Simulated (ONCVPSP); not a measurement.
**u(r) = r·R(r): atom against pseudo-atom (F (Z = 9))**

Columns: radius, all-electron u(r) and pseudo u(r) of the 2p shell (level -11.22 eV) of fluorine in the configuration [He] 2s1.75 2p5.25; PBE, scalar-relativistic, ONCV scheme, ONCVPSP 4.0.1.

```json
{"r (bohr)": "0.062", "all-electron": "0.0627", "pseudo": "0.0280"}
{"r (bohr)": "0.125", "all-electron": "0.1958", "pseudo": "0.1091"}
{"r (bohr)": "0.188", "all-electron": "0.3458", "pseudo": "0.2315"}
{"r (bohr)": "0.250", "all-electron": "0.4851", "pseudo": "0.3755"}
{"r (bohr)": "0.312", "all-electron": "0.6054", "pseudo": "0.5247"}
{"r (bohr)": "0.375", "all-electron": "0.7050", "pseudo": "0.6646"}
{"r (bohr)": "0.438", "all-electron": "0.7823", "pseudo": "0.7801"}
{"r (bohr)": "0.500", "all-electron": "0.8377", "pseudo": "0.8630"}
{"r (bohr)": "0.562", "all-electron": "0.8751", "pseudo": "0.9148"}
{"r (bohr)": "0.625", "all-electron": "0.8971", "pseudo": "0.9389"}
{"r (bohr)": "0.688", "all-electron": "0.9060", "pseudo": "0.9410"}
{"r (bohr)": "0.750", "all-electron": "0.9042", "pseudo": "0.9287"}
{"r (bohr)": "0.812", "all-electron": "0.8944", "pseudo": "0.9084"}
{"r (bohr)": "0.875", "all-electron": "0.8780", "pseudo": "0.8842"}
{"r (bohr)": "0.938", "all-electron": "0.8566", "pseudo": "0.8585"}
{"r (bohr)": "1.000", "all-electron": "0.8322", "pseudo": "0.8324"}
{"r (bohr)": "1.062", "all-electron": "0.8052", "pseudo": "0.8052"}
{"r (bohr)": "1.125", "all-electron": "0.7762", "pseudo": "0.7762"}
{"r (bohr)": "1.188", "all-electron": "0.7462", "pseudo": "0.7461"}
{"r (bohr)": "1.250", "all-electron": "0.7161", "pseudo": "0.7161"}
{"r (bohr)": "1.312", "all-electron": "0.6860", "pseudo": "0.6860"}
{"r (bohr)": "1.375", "all-electron": "0.6556", "pseudo": "0.6556"}
{"r (bohr)": "1.438", "all-electron": "0.6257", "pseudo": "0.6257"}
{"r (bohr)": "1.500", "all-electron": "0.5969", "pseudo": "0.5969"}
{"r (bohr)": "1.562", "all-electron": "0.5689", "pseudo": "0.5689"}
{"r (bohr)": "1.625", "all-electron": "0.5413", "pseudo": "0.5412"}
```

How many radial nodes do the two functions have?

The all-electron 2p function has n − l − 1 = 0; the pseudo-wave has 0.

At about which radius was the pseudo-wave matched?

1.10 bohr. The columns agree to 0.0005 from 1.00 bohr on; several derivatives are matched, so the curves merge somewhat inside the radius.

Is the pseudo-wave norm-conserving?

Yes: the ONCV scheme keeps the norm inside the radius equal to the all-electron one, which fixes the energy derivative of the logarithmic derivative at the level.
